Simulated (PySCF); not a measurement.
Compound: C₅H₆N₂O₂.
SMILES: `CC(=O)Oc1ncc[nH]1`

Method: TDDFT CAM-B3LYP/def2-SVPD, vertical, gas phase, core orbitals frozen in the response (PySCF 2.14.0, density-fitted response routines). Geometry: GFN2-xTB, one conformer, isolated molecule. Torsions of this conformer, `[CH3:1][C:2](=[O:3])[O:4][c:5]1[n:6][cH:7][cH:8][nH:9]1`: C1–C2–O4–C5 180°, C2–O4–C5–N6 180°.

Question: What does the calculation give for the low-lying excited states?

Answer: 

```tsv
state	E (eV)	ν̃ (cm⁻¹)	f	|μ| (D)	symmetry	main configurations (H = HOMO, L = LUMO)
S1	5.67	45730	0.229	3.26	A′	H→L (96%)
S2	5.93	47860	0.0011	0.22	–	H-3→L (93%)
S3	6.26	50450	0.0032	0.37	A″	H→L+1 (65%), H→L+2 (29%)
S4	6.85	55270	0.012	0.67	A″	H→L+2 (48%), H→L+4 (18%), H→L+1 (15%)
S5	6.91	55730	0.0059	0.47	A″	H-1→L (66%), H-1→L+3 (14%), H-1→L+8 (9%)
S6	6.98	56260	0.072	1.64	A′	H→L+3 (79%), H-2→L (11%)
S7	7.33	59080	0.015	0.74	A′	H→L+8 (37%), H-2→L (29%), H→L+6 (12%)
S8	7.37	59470	0.012	0.67	A″	H→L+5 (67%), H→L+4 (24%)
```

Triplets (Tamm–Dancoff): T1 4.43 eV, H→L+3 (48%), H→L (46%); T2 5.27 eV, H→L+3 (35%), H→L (31%), H→L+8 (14%); T3 5.42 eV, H-3→L (92%).

The lowest singlet comes at 219 nm (547 kJ/mol) in the ultraviolet; it is strong; its leading configuration is HOMO→LUMO (96%). The lowest level is also the most intense of those listed (f = 0.229). Löwdin shares by element: HOMO carbon 66% or more, nitrogen 9% or more (atoms not listed hold the other 25%); LUMO carbon 42% or more, oxygen 37% (atoms not listed hold the other 21%). Of the 8 states listed, 5 reach f = 0.01 and none stays under 0.0005. Weighted by f, the mean energy of these states is 6.14 eV. The listed states span 1.70 eV, and the widest gap between neighbours is 0.60 eV (S3 to S4). Symmetry labels in Cs follow from the direction of the transition dipole and are given only for states with f of 0.002 or more. The window holds the lowest 8 singlets.

Hardware: one thread, Arm Neoverse V2 (shared host). Cost: 63 s of wall time.
